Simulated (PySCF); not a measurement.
# Vertical excitation energies

Species: C₇H₉FO.
Geometry (GFN2-xTB, Å), atoms numbered from 1 in this order:
```xyz
18
C7H9FO angstrom
C     -1.810    2.227   -0.819
C     -1.286    1.152   -0.753
C     -0.639   -0.126   -0.618
C     -1.453   -1.271    0.030
C     -0.291   -1.559    0.994
C      0.406   -0.275    0.530
F      0.279    0.739    1.471
O      1.727   -0.420    0.199
C      2.332    0.735   -0.362
H     -2.275    3.163   -0.894
H     -0.188   -0.427   -1.567
H     -2.344   -0.905    0.535
H     -1.723   -2.082   -0.642
H     -0.535   -1.569    2.053
H      0.297   -2.437    0.740
H      3.356    0.452   -0.589
H      1.817    1.044   -1.277
H      2.323    1.563    0.351
```

Theory: TDDFT PBE0/def2-SVPD, vertical, gas phase, core orbitals frozen in the response in PySCF 2.14.0, density-fitted response routines.

What does the calculation give for the low-lying excited states?

```tsv
state	E (eV)	λ (nm)	ν̃ (cm⁻¹)	f	main configurations (H = HOMO, L = LUMO)
S1	6.52	190.2	52590	0.0002	H-1→L+1 (46%), H→L (15%), H→L+2 (9%)
S2	6.76	183.5	54500	0.0063	H-1→L+1 (32%), H→L (31%), H→L+2 (16%)
S3	6.77	183.3	54570	0.0087	H→L+1 (41%), H-1→L+2 (20%), H-1→L (17%)
S4	7.22	171.7	58230	0.016	H→L (48%), H→L+2 (36%)
S5	7.42	167.1	59850	0.031	H-1→L (70%), H-1→L+2 (17%)
S6	7.79	159.2	62800	0.042	H→L+3 (33%), H→L+4 (21%), H→L+1 (19%)
```

Triplets (Tamm–Dancoff): T1 5.31 eV, H→L+1 (38%), H-1→L+2 (10%); T2 5.83 eV, H-1→L+1 (41%), H→L+2 (17%).

The lowest singlet lies at 6.52 eV (190 nm, vacuum ultraviolet) and is dark (f under 0.0005); its leading configuration is HOMO-1→LUMO+1 (46%). The strongest level in the table is S6 at 7.79 eV (159 nm, f = 0.042). It is the last of those listed, so stronger ones may follow. S2/S3 lie within about 0.01 eV of each other. Löwdin shares by element: HOMO carbon 62% or more, oxygen 16% (atoms not listed hold the other 22%); LUMO carbon 29% or more, hydrogen 14% or more (atoms not listed hold the other 57%). The listed states span 1.27 eV, and the widest gap between neighbours is 0.45 eV (S3 to S4). Of the 6 states listed, 3 reach f = 0.01 and 1 stays under 0.0005. Orbital energies (eV): HOMO-3 -9.24, HOMO-2 -8.63, HOMO-1 -7.79, HOMO -7.55, LUMO 0.60, LUMO+1 0.76, LUMO+2 1.03. The window holds the lowest 6 singlets.

One conformer stands for the species.
